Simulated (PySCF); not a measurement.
**First-order multiplets**

Cartesian coordinates in Å; atom numbers follow the order of the lines, from 1:
```xyz
17

C    -1.2984    1.0656   -0.6853
C    -0.5674    0.1454    0.2807
C    -1.4963   -0.5125    1.2786
O     0.0927   -0.8973   -0.4114
C     1.3291   -0.5461   -0.9617
B     2.4795   -0.3220    0.0867
F     2.3130   -0.5155    1.3790
F     3.6823    0.0527   -0.3113
H    -1.7949    1.8857   -0.1452
H    -2.0614    0.4996   -1.2414
H    -0.6105    1.5189   -1.4154
H     0.1845    0.7402    0.8398
H    -2.2184   -1.1547    0.7512
H    -2.0532    0.2396    1.8563
H    -0.9212   -1.1402    1.9738
H     1.6485   -1.3774   -1.6173
H     1.2700    0.3296   -1.6426
```

All values are calculated (PySCF): GIAO KT3/pcSseg-1 shieldings, geometry: PBE0-D3(BJ)/def2-SVP, spin–spin couplings from B3LYP/pcJ-1 (spin–dipole term only in couplings to heteroatoms). One averaged value for each set of equivalent atoms, single conformer, relativity neglected, isolated molecule.

Shifts are taken against calculated references (same method and geometry level): 19F vs CFCl3; TMS for 13C, 1H.

Spectrometer: 800 MHz for 1H. First-order analysis; couplings under 1 Hz (under 4 Hz in carbon signals) are ignored, and nearly equal couplings are merged; the smaller ones broaden or split the lines further.

Q: What pattern does F7/F8 show (19F)?

A: A quartet at δ -89.9: 3.0 Hz to H12 and H16/H17 (3 × 1H, 3 or 5 bonds away). Lines in Hz from the centre (relative intensity): +4.5 (1), +1.5 (3), -1.5 (3), -4.5 (1). The outer lines are 9.0 Hz apart, the sum of the couplings kept, or 0.012 ppm at this field.

Q: What pattern does C5 show in the proton-coupled 13C spectrum?

A: A triplet of triplets of doublets at δ 52.8: 133.4 Hz to H16/H17 (2 × 1H, 1 bond away), 33.7 Hz to F7/F8 (2 × 19F, 2 bonds away), 5.1 Hz to H12 (1 × 1H, 3 bonds away). Lines in Hz from the centre (relative intensity): +169.7 (1), +164.6 (1), +135.9 (2), +130.8 (2), +102.2 (1), +97.2 (1), +36.2 (2), +31.1 (2), +2.5 (4), -2.5 (4), -31.1 (2), -36.2 (2), -97.2 (1), -102.2 (1), -130.8 (2), -135.9 (2), -164.6 (1), -169.7 (1). The outer lines are 339.3 Hz apart, the sum of the couplings kept, or 1.687 ppm at this field.

Q: What pattern does H12 show (1H)?

A: A septet of triplets at δ 3.08: 6.8 Hz to H9/H10/H11/H13/H14/H15 (6 × 1H, 3 bonds away), 3.2 Hz to F7/F8 (2 × 19F, 5 bonds away). Lines in Hz from the centre (relative intensity): +23.6 (1), +20.4 (2), +17.2 (1), +16.8 (6), +13.6 (12), +10.4 (6), +10.0 (15), +6.8 (30), +3.6 (15), +3.2 (20), +0.0 (40), -3.2 (20), -3.6 (15), -6.8 (30), -10.0 (15), -10.4 (6), -13.6 (12), -16.8 (6), -17.2 (1), -20.4 (2), -23.6 (1). The outer lines are 47.2 Hz apart, the sum of the couplings kept, or 0.059 ppm at this field.

Q: What pattern does H9/H10/H11/H13/H14/H15 show (1H)?

A: A doublet at δ 1.06: 6.8 Hz to H12 (1 × 1H, 3 bonds away). Lines in Hz from the centre (relative intensity): +3.4 (1), -3.4 (1). The outer lines are 6.8 Hz apart, the sum of the couplings kept, or 0.009 ppm at this field.

Unscaled 3J(H,H) at this level run about 10 % above measured values. Only one conformer was computed, so three-bond couplings in flexible chains and rings are approximate.
